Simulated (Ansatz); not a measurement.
Ga₆. Total charge 0; singlet. Geometry r2SCAN-D4/def2-SVP.

```xyz
6

Ga   -0.733   -1.739    0.196
Ga   -1.188   -0.455    2.663
Ga    1.394   -0.995   -0.791
Ga   -1.419    0.666    0.357
Ga    1.018    1.212   -2.499
Ga    0.928    1.310    0.073
```

The restricted singlet is unstable towards broken spin symmetry in Hartree–Fock (as tested in another run); at PBE-D4/def2-TZVP, r2SCAN-D4/def2-TZVP, PBE0-D4/def2-TZVP, BHLYP-D4/def2-TZVP this wasn't settled. Another isomer (singlet) lies 0.78 eV lower at PBE0-D4/def2-TZVP; other spin states weren't run for this one.

**Question.** Estimate the orbital energies around the gap (eV) in Ansatz with PBE-D4/def2-TZVP, r2SCAN-D4/def2-TZVP, PBE0-D4/def2-TZVP, BHLYP-D4/def2-TZVP.

**Answer.** 
| orbital | PBE-D4/def2-TZVP | r2SCAN-D4/def2-TZVP | PBE0-D4/def2-TZVP | BHLYP-D4/def2-TZVP |
| --- | --- | --- | --- | --- |
| HOMO−9 | -19.20 | -19.79 | -22.58 | -25.89 |
| HOMO−8 | -12.48 | -13.06 | -14.11 | -15.52 |
| HOMO−7 | -10.61 | -11.07 | -11.97 | -13.15 |
| HOMO−6 | -9.23 | -9.60 | -10.39 | -11.39 |
| HOMO−5 | -8.27 | -8.56 | -9.24 | -10.08 |
| HOMO−4 | -7.61 | -7.88 | -8.50 | -9.27 |
| HOMO−3 | -6.46 | -6.67 | -7.11 | -7.64 |
| HOMO−2 | -4.90 | -5.14 | -5.58 | -6.02 |
| HOMO−1 | -4.54 | -4.77 | -5.16 | -5.56 |
| HOMO | -4.52 | -4.72 | -5.08 | -5.45 |
| LUMO | -3.56 | -3.60 | -2.98 | -2.23 |
| LUMO+1 | -3.38 | -3.44 | -2.84 | -2.12 |
| LUMO+2 | -3.02 | -3.08 | -2.51 | -1.84 |
| LUMO+3 | -2.55 | -2.59 | -2.02 | -1.32 |
| LUMO+4 | -2.49 | -2.44 | -1.86 | -1.11 |
| LUMO+5 | -2.04 | -1.97 | -1.40 | -0.67 |
